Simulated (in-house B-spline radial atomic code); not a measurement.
A calculation on the indium ion In⁸⁺: its settings, and results tabulated from the run. Computed with a radial B-spline atomic code at the basis-set limit: scalar-relativistic (X2C) BHandHLYP, spin-polarised, spherical fractional occupations, exact exchange averaged over the configuration, Fermi nucleus of rms radius 4.6156 fm.

Command:
```bash
python run_scf.py task.json out
```
Settings (nuclear radius in fm, mass in u):
```
Z                49
configuration    [Kr] 4d5
hamiltonian      x2c
method           bhandhlyp
spin_polarised   True
nucleus          fermi
rms_radius       4.6156
atomic_mass      114.90388
speed_of_light   137.035999084
exact_exchange   averaged over the configuration
```

Output (hartree, bohr):
```
 radial grid: 65 intervals, B-splines of order 8, outer radius 11.954 bohr

 iter        energy (Eh)    residual
    1       -5848.051262    9.65e-01
    2       -5859.845280    3.54e-01
    3       -5861.906091    1.07e-01
    4       -5862.086655    3.48e-02
    5       -5862.102098    1.28e-02
    6       -5862.104907    1.31e-03
    7       -5862.104920    7.43e-05
    8       -5862.104920    7.05e-06
    9       -5862.104920    4.32e-07

 total energy                     -5862.10492
 kinetic                            6161.5231
 electron-nucleus                 -14015.1603
 Hartree                            2148.2428
 exact exchange                      -77.2163
 exchange-correlation                -79.4943

 orbital      occ     eigenvalue          <r>       <r^2>       <1/r>       r_max
 1s up      1.000     -1030.4135    0.0291396  0.00115925     54.1265     0.01854
 1s down    1.000     -1030.4130    0.0291394  0.00115923     54.1267     0.01854
 2s up      1.000      -160.5451     0.127931   0.0193624     12.2653      0.1085
 2s down    1.000      -160.4604     0.127905   0.0193547     12.2685      0.1084
 2p up      3.000      -144.6038     0.111923   0.0153117     11.4275     0.08666
 2p down    3.000      -144.5261     0.111886   0.0153012     11.4309     0.08664
 3s up      1.000       -35.4171     0.347135    0.137925     4.29332      0.3149
 3s down    1.000       -35.3773     0.346932    0.137695     4.29338       0.315
 3p up      3.000       -30.1250     0.345662    0.138763     4.01684      0.3082
 3p down    3.000       -30.0776     0.345372    0.138426     4.01715      0.3084
 3d up      5.000       -21.9048     0.322805    0.123683     3.76747      0.2576
 3d down    5.000       -21.8092     0.323203    0.123911     3.76165      0.2582
 4s up      1.000        -9.8903     0.822645    0.761419     1.69817      0.7612
 4s down    1.000        -9.5548     0.821349    0.759844     1.70343      0.7583
 4p up      3.000        -8.1999     0.873977    0.864699     1.55502      0.7996
 4p down    3.000        -7.8109     0.875619    0.869335     1.55347      0.7974
 4d up      5.000        -5.6163     0.985254     1.11475     1.32893      0.8716
```

Cost of the run: 0.75 s on 1 thread of Arm Neoverse N1 (shared host).

One-electron X2C: radii and densities carry no picture-change correction, so inner-shell <1/r> comes out high (for 1s by about 2 % at Z = 33, 5 % at 54, 10 % at 75, 30 % at 118) and <r> low.
